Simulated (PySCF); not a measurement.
Te(Br)(SiH3) (BrH3SiTe), SMILES [SiH3][Te]Br. Coordinates come from a PBE-D3(BJ)/def2-SVP optimisation. The structure was generated by enumeration, and PubChem lists no compound with its InChIKey, so it may never have been made. The def2 effective core potentials stand for the cores of Te; spin–orbit coupling is left out.

Computed equilibrium geometry at PBE-D3(BJ)/def2-SVP (PySCF confirms it by a frequency run) as bond lengths and angles, and its point group:
point group Cs.
Atoms: Te1 Br2 Si3 H4 H5 H6. Bond lengths (Å): Te1–Br2 2.555, Te1–Si3 2.525, Si3–H4 1.506, Si3–H5 1.501, Si3–H6 1.501. Bond angles (°): Br2–Te1–Si3 92.1, Te1–Si3–H4 104.7, Te1–Si3–H5 110.5, Te1–Si3–H6 110.5, H4–Si3–H5 110.4, H4–Si3–H6 110.4, H5–Si3–H6 110.3.
Charge 0, spin multiplicity 1.
